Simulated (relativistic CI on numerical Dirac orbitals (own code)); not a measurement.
Spin-allowed bands of a d3 ion in an octahedral site, by hand

Problem. Take Δ = 25400 cm⁻¹ and B = 550 cm⁻¹ for a d3 ion in an octahedral site. Calculate the three spin-allowed bands.

Working.
1. The terms of highest spin are 4F (energy 0) and 4P (15B = 8250 cm⁻¹). Here the F term splits into A2 at −1.2Δ = -30480, T2 at −0.2Δ = -5080 and T1 at +0.6Δ = 15240 cm⁻¹.
2. The two T1 states mix through the element 0.4Δ: H = [[15240, 10160], [10160, 8250]], with roots ½(H₁₁ + H₂₂) ∓ ½√[(H₂₂ − H₁₁)² + 4H₁₂²] = ½(23490) ∓ ½(21489) = 1001 and 22489 cm⁻¹.
3. The ground term is 4A2 at -30480 cm⁻¹.
4. Bands: 4T2 25400 cm⁻¹ (394 nm), 4T1(F) 31481 cm⁻¹ (318 nm), 4T1(P) 52969 cm⁻¹ (189 nm).

Check. Exact diagonalisation of the whole d3 shell with these parameters gives 4T2 25400, 4T1 31481, 4T1 52969 cm⁻¹. The match is exact, since without spin-orbit coupling no other term has this spin. The ratio of the second band to the first, 1.239, depends on Δ/B = 46.2 alone, which is how a Tanabe-Sugano diagram is read.
